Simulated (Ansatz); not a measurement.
`C#[C][Ga][CH3]` radical, relaxed with UKS PBE-D4/def2-SVP in Ansatz from a rough embedded geometry. The force threshold is 0.03 eV/Å; the program also tests the step.

The species carries charge 0 and has multiplicity 2.

Start:

```xyz
8

C     1.154   -1.143    1.656
C     0.044   -1.016    1.104
Ga   -1.192   -0.449    0.099
C    -0.487    0.737   -1.004
H     2.087   -1.204    2.035
H     0.362    1.481   -1.020
H    -0.538    0.236   -1.972
H    -1.431    1.358   -0.898
```

| step | energy (eV) | largest force (eV/Å) | largest move (Å) |
| --- | --- | --- | --- |
| 1 | -55527.9413 | 6.246 | 0.000 |
| 2 | -55529.3783 | 2.420 | 0.195 |
| 3 | -55529.9444 | 0.713 | 0.195 |
| 4 | -55530.0417 | 0.304 | 0.127 |
| 5 | -55530.0844 | 0.323 | 0.200 |
| 6 | -55530.1046 | 0.231 | 0.151 |
| 7 | -55530.1145 | 0.395 | 0.070 |
| 8 | -55530.1183 | 0.340 | 0.151 |
| 9 | -55530.1225 | 0.158 | 0.088 |
| 10 | -55530.1238 | 0.109 | 0.060 |
| 11 | -55530.1245 | 0.122 | 0.037 |
| 12 | -55530.1252 | 0.007 | 0.025 |
| 13 | -55530.1255 | 0.033 | 0.033 |
| 14 | -55530.1256 | 0.033 | 0.033 |
| 15 | -55530.1257 | 0.013 | 0.013 |

End:

```xyz
8

C     1.412   -1.449    1.893
C     0.521   -0.884    1.249
Ga   -1.055   -0.097    0.423
C    -0.825    0.952   -1.269
H     2.209   -1.935    2.443
H    -0.099    1.767   -1.066
H    -0.388    0.271   -2.030
H    -1.774    1.375   -1.644
```

It took 64 s on 2 threads of a server CPU on a shared host, with 0.54 GiB of host memory at the peak.
